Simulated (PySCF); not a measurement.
SeF₄, SMILES F[Se](F)(F)F.

Geometry optimised at TPSSh-D3(BJ)/def2-SVP. The isomer is the one that the SMILES or the coordinates give; other isomers of the formula were not compared.

These are M06-2X/def2-TZVP (PySCF) values and carry that method's errors.

Symmetry labels are those of the subgroup C2v that the program uses (full group C2v).

Computed valence orbital energies around the gap with their symmetry:
```tsv
orbital	symmetry	energy (eV)
HOMO−7	A1	-15.84
HOMO−6	B2	-15.81
HOMO−5	B1	-15.62
HOMO−4	A1	-14.46
HOMO−3	B1	-14.41
HOMO−2	B2	-14.18
HOMO−1	A2	-14.04
HOMO	A1	-11.93
LUMO	B1	-2.02
LUMO+1	A1	-0.05
LUMO+2	B2	1.29
LUMO+3	A1	5.28
```
